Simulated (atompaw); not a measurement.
## An all-electron radial function and its pseudo partner (V (Z = 23))

Columns: radius, all-electron u(r) and pseudo u(r) of the 3s shell (level -70.24 eV) of vanadium in the configuration [Ne] 3s2 3p6 3d3 4s2 4p0; PBE, scalar-relativistic, PAW (atompaw) scheme, atompaw 4.2.0.5.

```
r (bohr)  all-electron  pseudo
   0.090       -0.0262  0.2478
   0.181       -0.5710  0.4853
   0.271       -0.4926  0.6959
   0.362       -0.0878  0.8751
   0.452        0.3601  1.0131
   0.542        0.7256  1.1099
   0.633        0.9741  1.1664
   0.723        1.1057  1.1847
   0.813        1.1468  1.1698
   0.904        1.1227  1.1257
   0.994        1.0573  1.0573
   1.085        0.9673  0.9673
   1.175        0.8678  0.8678
   1.265        0.7664  0.7664
   1.356        0.6677  0.6677
   1.446        0.5769  0.5769
   1.537        0.4938  0.4938
   1.627        0.4207  0.4207
   1.717        0.3566  0.3566
   1.808        0.3004  0.3004
   1.898        0.2526  0.2526
   1.988        0.2118  0.2118
   2.079        0.1768  0.1768
   2.169        0.1475  0.1475
   2.260        0.1226  0.1226
   2.350        0.1020  0.1020
```

**Question.** How many radial nodes do the two functions have?

**Answer.** The all-electron 3s function has n − l − 1 = 2 (the table is too coarse to show those close to the nucleus); the pseudo-wave has 0, since the states of the same l below it are removed with the core.

**Question.** At about which radius was the pseudo-wave matched?

**Answer.** 1.00 bohr, where the columns begin to agree (steps of 0.09 bohr).

**Question.** Where does each function peak?

**Answer.** Outermost all-electron maximum near 0.81 bohr, pseudo maximum near 0.72 bohr (to the table’s step).

**Question.** Is the pseudo-wave norm-conserving?

**Answer.** No, it belongs to a PAW set: the norm inside the radius is not constrained, and the difference is carried by the augmentation charge.
